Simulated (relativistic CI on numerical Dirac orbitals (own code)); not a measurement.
## Sensitivity of the levels of Ti13+ to α and to the nuclear radius

Calculated at this level of theory: Dirac-Coulomb-Breit CI, KLI orbitals optimised for each configuration, derivatives by finite differences, unscaled Slater integrals, QED left out (own radial code, finite nucleus).

CI space (outside the closed core 1s2): 2s2 2p5, 2s 2p6, 2s2 2p4 3s, 2p6 3s, 2p6 3p, 2s2 2p4 3p, 2p6 3d, 2s2 2p4 3d. Levels of other configurations are missing.

With x = (α/α₀)² − 1 an excitation energy changes as ω = ω₀ + qx; K = 2q/ω₀ is the relative enhancement. Terms are leading LS components, so labels can repeat. The field-shift factor is F = δν/δ⟨r²⟩ for the transition from the lowest level.

Lowest level 2s2 2p5 2P°_3/2.

```csv
Level,ω₀ (cm⁻¹),q (cm⁻¹),F (GHz/fm²)
2s2 2p5 2P°_1/2,47021,47630,-0.0268
2s 2p6 2S_1/2,833620,62610,-39.4
2s2 2p4 3s 4P_5/2,3988578,-14230,13.9
2s2 2p4 3s 4P_3/2,4008291,-7253,13.9
2s2 2p4 3s 4P_1/2,4029310,22380,13.9
2s2 2p4 3s 2P_3/2,4037502,19510,13.8
2s2 2p4 3s 2P_1/2,4058847,23030,13.8
2s2 2p4 3s 2D_5/2,4107988,18990,13.9
2s2 2p4 3s 2D_3/2,4109538,21160,13.9
2s2 2p4 3p 4P°_5/2,4179612,-2838,4.95
2s2 2p4 3p 4P°_3/2,4180981,-6714,4.96
2s2 2p4 3p 4P°_1/2,4197656,8921,4.94
2s2 2p4 3p 4D°_7/2,4198292,-652.7,4.96
```

At this charge energies of transitions that change n are usually good to better than 1 %, and those within a shell (Δn = 0) to a few per cent.

(1) Which transition from the lowest level has the largest |K|?

Answers

(1) 2s2 2p5 2P°_1/2 at 47021 cm⁻¹, K = 2.03.
